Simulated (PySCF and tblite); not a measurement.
## Barrier and rate of a planar inversion

System: C4H4ClF2N, numbered as in [H]/[N:3]=[C:2]([CH3:1])\[C:4]([F:5])=[C:6](/[F:7])[Cl:8].

Motion: planar inversion at N3 (torsion C1–C2–N3–H from -180° to 0°). Geometries: GFN2-xTB; energies: PBE0/pcSseg-1 + D3(BJ); zero-point and thermal terms from GFN2-xTB harmonic modes (soft modes blended into free rotors). Rate constants are transition-state-theory values, counting equivalent paths, without tunnelling. Shieldings: GIAO at the same DFT level; methyl-like tops are averaged, other torsions stay as in the two minima; line shapes leave out couplings. Programs: tblite and PySCF.

```json
{"point": "start", "symmetry": "Cs", "E(GFN2) kcal/mol": "0.0", "E(DFT) kcal/mol": "0.0", "ZPE change kcal/mol": "0.00", "lowest mode cm⁻¹": "41", "dipole D": "1.02"}
{"point": "saddle", "symmetry": "Cs", "E(GFN2) kcal/mol": "20.5", "E(DFT) kcal/mol": "26.4", "ZPE change kcal/mol": "-1.79", "lowest mode cm⁻¹": "1065i", "dipole D": "1.35"}
{"point": "end", "symmetry": "Cs", "E(GFN2) kcal/mol": "1.5", "E(DFT) kcal/mol": "0.5", "ZPE change kcal/mol": "-0.08", "lowest mode cm⁻¹": "41", "dipole D": "2.52"}
```

| Property | Result |
| --- | --- |
| Electronic barrier | 26.4 kcal/mol |
| Barrier with zero-point energy | 24.6 kcal/mol |
| ΔH‡ (298 K) | 24.8 kcal/mol |
| ΔS‡ (298 K, symmetry apart) | 1.2 cal/(mol K) |
| Paths | 1 equivalent path |
| End point | a different minimum |
| Mean lifetime of the start against this motion at 298 K | 1.4 days |
| Cost | 98 s on 1 thread of Arm Neoverse N1, shared host (rough), peak memory 0.76 GiB, launched as `OMP_NUM_THREADS=1 python ens_run.py task.json out` |

| T/K | ΔG‡ kcal/mol | k s⁻¹ | ΔG kcal/mol | k back s⁻¹ |
| --- | --- | --- | --- | --- |
| 298 | 24.4 | 8×10⁻⁶ | 0.3 | 1.5×10⁻⁵ |
| 350 | 24.4 | 0.0046 | 0.3 | 0.0074 |
| 400 | 24.3 | 0.45 | 0.3 | 0.67 |
| 500 | 24.2 | 283 | 0.3 | 383 |

ΔG and ΔG‡ leave out symmetry numbers and mirror images; rates count paths: 1 out, 1 back.

Sites that the motion interchanges:

| nucleus | site | ppm | scale |
| --- | --- | --- | --- |
| ¹⁹F | F7 (start) | -116.3 | δ against CFCl3 |
| ¹⁹F | F7 (end) | -88.7 | δ against CFCl3 |
| ¹⁹F | F5 (start) | -158.8 | δ against CFCl3 |
| ¹⁹F | F5 (end) | -165.3 | δ against CFCl3 |
| ¹³C | C2 (start) | 165.5 | δ against TMS |
| ¹³C | C2 (end) | 170.4 | δ against TMS |
| ¹⁵N | N3 (start) | 349.8 | δ against NH3 |
| ¹⁵N | N3 (end) | 361.0 | δ against NH3 |

| nucleus | sites | ¹H MHz | spread Hz | coalescence K | k there s⁻¹ |
| --- | --- | --- | --- | --- | --- |
| ¹⁹F | F7 (start) / F7 (end) | 90 | 2334 | 554 | 3610 |
| ¹⁹F | F7 (start) / F7 (end) | 500 | 12964 | 599 | 2.1×10⁴ |
| ¹⁹F | F7 (start) / F7 (end) | 800 | 20743 | 612 | 3.3×10⁴ |
| ¹⁹F | F5 (start) / F5 (end) | 90 | 553 | 522 | 837 |
| ¹⁹F | F5 (start) / F5 (end) | 500 | 3072 | 561 | 4780 |
| ¹⁹F | F5 (start) / F5 (end) | 800 | 4915 | 573 | 7740 |
| ¹³C | C2 (start) / C2 (end) | 90 | 112 | 490 | 163 |
| ¹³C | C2 (start) / C2 (end) | 500 | 621 | 524 | 938 |
| ¹³C | C2 (start) / C2 (end) | 800 | 994 | 535 | 1520 |
| ¹⁵N | N3 (start) / N3 (end) | 90 | 102 | 488 | 150 |
| ¹⁵N | N3 (start) / N3 (end) | 500 | 570 | 522 | 861 |
| ¹⁵N | N3 (start) / N3 (end) | 800 | 911 | 533 | 1390 |

In real samples N–H and O–H hydrogens exchange between molecules, which also interchanges these forms. Coalescence temperatures outside 150 to 500 K extrapolate the thermal terms and ignore freezing or boiling of a solvent.

Unscaled ¹⁹F and ¹⁵N shifts at such levels can be off by tens of ppm; differences are more reliable.


¹⁵N shifts are against a computed isolated NH3 molecule, about 20 ppm from the liquid.